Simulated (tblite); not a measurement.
Species: C2H10N2SSi2.
Atom-mapped SMILES: `[NH2:1][Si@@H:2]1[CH2:3][CH2:4][Si@H:5]([SH:6])[NH:7]1` (hydrogens: H8, H9 on N1; H10 on Si2; H11, H12 on C3; H13, H14 on C4; H15 on Si5; H16 on S6; H17 on N7)

Structure optimised with GFN2-xTB, isolated species.

Problem. List the bond lengths, angles and torsions at this level.

Solution. 
```csv
bond,length (pm),order
N1–Si2,172.3,single
Si2–C3,189.7,single
C3–C4,153.1,single
C4–Si5,188.8,single
Si5–S6,215.8,single
Si5–N7,172.0,single
Si2–N7,174.0,single
"N1–H8, N1–H9",100.7,single
Si2–H10,147.0,single
C3–H11,109.1,single
C3–H12,109.0,single
C4–H13,109.0,single
C4–H14,109.1,single
Si5–H15,146.6,single
S6–H16,132.3,single
N7–H17,100.4,single
```

Bonds in one row agree within 1 pm and their mean is given. Orders are formal, as drawn. A selection of angles:
```csv
angle,degrees
Si2–N1–H8,119.0
H8–N1–H9,110.0
N1–Si2–C3,110.4
N1–Si2–N7,109.4
N1–Si2–H10,116.4
C3–Si2–N7,97.5
C3–Si2–H10,113.7
N7–Si2–H10,107.7
Si2–C3–C4,108.8
Si2–C3–H11,108.8
Si2–C3–H12,113.3
C4–C3–H11,108.8
C4–C3–H12,110.5
H11–C3–H12,106.5
C3–C4–Si5,107.1
C3–C4–H13,110.9
C3–C4–H14,109.2
Si5–C4–H13,113.4
Si5–C4–H14,109.4
H13–C4–H14,106.8
C4–Si5–S6,112.5
C4–Si5–N7,98.3
C4–Si5–H15,115.6
S6–Si5–N7,112.4
S6–Si5–H15,106.2
N7–Si5–H15,111.9
Si5–S6–H16,95.0
Si5–N7–H17,122.8
Si2–N7–Si5,115.8
Si2–N7–H17,121.4
```

Torsions: N1–Si2–C3–C4 -87° (synclinal); Si2–C3–C4–Si5 -37° (synclinal); C3–C4–Si5–S6 150°; C4–Si5–N7–Si2 -13° (synperiplanar); N1–Si2–N7–Si5 110° (anticlinal); H16–S6–Si5–C4 178° (antiperiplanar).

The 5-membered ring Si2–C3–C4–Si5–N7 has internal angles of 97.5° to 115.8° (sum 527°, against 540° for a flat polygon); it is puckered, 0.17 Å rms from its mean plane, widest ring torsion 37°. Si5 (SiH silicon) is distorted tetrahedral (angles from 98.3° to 115.6°). N7 (nitrogen bridging silicon atoms) is planar (angles 122.8°, 121.4° and 115.8°, sum 360.0°, 0.01 Å off the plane of its three neighbours). Si2 (SiH silicon) is distorted tetrahedral (angles from 97.5° to 116.4°). N1 (silicon-bound nitrogen) has angles 119.0°, 119.0° and 110.0°, sum 348.0°, 0.24 Å off the plane of its three neighbours.

Point group: C1 (no symmetry element, even within 0.4 Å). Its GFN2-xTB frequencies are all real (lowest 44 cm⁻¹). One conformer, not necessarily the lowest (H–N1–Si2–C3 -66° and 155°, C4–Si5–S6–H 178°, N1–Si2–C3–C4 -87°, Si2–C3–C4–Si5 -37°, C3–C4–Si5–S6 150°, C4–Si5–N7–Si2 -13°).

All values are computed, not measured.
